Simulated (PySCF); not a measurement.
Compound: C₇H₁₅ (doublet state).
Geometry (GFN2-xTB, Å), atoms numbered from 1 in this order:
```xyz
22
C7H15 angstrom
C      1.9427   -0.2209    0.7658
C      0.8289   -0.3236   -0.2128
C      1.1170   -0.7678   -1.6015
C     -0.5470    0.1495    0.1561
C     -0.8305   -0.0610    1.6503
C     -1.6269   -0.5921   -0.6450
C     -0.6667    1.6599   -0.1512
H      1.9763    0.7663    1.2355
H      1.8395   -0.9489    1.5778
H      2.9006   -0.3994    0.2822
H      2.1880   -0.8721   -1.7606
H      0.6529   -1.7346   -1.8244
H      0.7295   -0.0589   -2.3389
H     -1.8491    0.2444    1.8807
H     -0.7209   -1.1106    1.9133
H     -0.1563    0.5252    2.2679
H     -2.6149   -0.2666   -0.3254
H     -1.5511   -1.6647   -0.4814
H     -1.5350   -0.3949   -1.7092
H     -1.6590    2.0214    0.1101
H      0.0690    2.2223    0.4188
H     -0.4975    1.8464   -1.2089
```

The hyperfine couplings belong to this conformer and change with its torsions.

Identity: `C[C](C)C(C)(C)C` [radical].

The calculation used PySCF, UKS B3LYP, pcH-1 on C H, non-relativistic, mean-field spin-orbit, GIAO. Isolated species at its GFN2-xTB geometry, gas phase. The geometry wasn't refined by DFT: couplings that depend on bond lengths, twists or pyramidal angles can differ widely from those at the functional's own minimum. The SCF solution wasn't tested for stability.

Problem. The isotropic 13C couplings, averaged over equivalent nuclei, are +96.8, -35.0, +30.4, -29.0 MHz. Assign them to C1/C3; C2; C4; C5/C6/C7.

Solution. 
| site | a_iso (MHz) | ρ(0) (bohr⁻³) | position | distance from C2 (Å) | spin population | largest \|T\| (MHz) |
| --- | --- | --- | --- | --- | --- | --- |
| C1/C3 | -35.0 | -0.0311 | 1 bond from C2 | 1.49 | -0.09 | 2.2 |
| C2 | +96.8 | +0.0861 | largest spin population | 0.00 | +0.99 | 162.9 |
| C4 | -29.0 | -0.0258 | 1 bond from C2 | 1.50 | -0.07 | 1.6 |
| C5/C6/C7 | +30.4 | +0.0270 | 2 bonds from C2 | 2.50 | +0.02 | 5.4 |

Problem. Match the computed a_iso(1H) values +72.5, +1.0 MHz (means over equivalent nuclei) with the sites H8 (×6); H14 (×9).

Solution. 
| site | a_iso (MHz) | ρ(0) (bohr⁻³) | position | distance from C2 (Å) | bound to | spin population there | largest \|T\| (MHz) |
| --- | --- | --- | --- | --- | --- | --- | --- |
| H8 (×6) | +72.5 | +0.0162 | β, 2 bonds from C2 | 2.14 | C1/C3 | -0.09 | 8.7 |
| H14 (×9) | +1.0 | +0.0002 | γ, 3 bonds from C2 | 2.99 | C5/C6/C7 | +0.02 | 5.3 |

ρ(0) is the spin density at the nucleus and T the dipolar tensor; entries for several nuclei are means. Largest spin populations (Mulliken): C2 (+0.99), C1 (-0.09), C3 (-0.09) and C4 (-0.07). No atom but C2 exceeds +0.15. The positive populations add up to 1.25 and the negative ones to -0.25, together 2S = 1. The angles at C2 add up to 359.7°, so it is planar.

The spin density at the nucleus, in bohr⁻³, is negative for C1/C3 (-0.0311) and C4 (-0.0258), for instance. A restricted open-shell determinant has no negative spin density anywhere; here it arises because α and β orbitals differ (spin polarisation).

Means are taken over nuclei equivalent by connectivity, which assumes that they swap fast. The six 1H nuclei of mean +72.5 MHz run from 5.8 to 119.8 MHz in the frozen geometry. The nine 1H nuclei of mean +1.0 MHz run from -2.4 to 17.6 MHz in the frozen geometry. The 13C value of +30.4 MHz is a mean of couplings from 17.0 to 57.1 MHz in this one geometry, not an average over conformers.
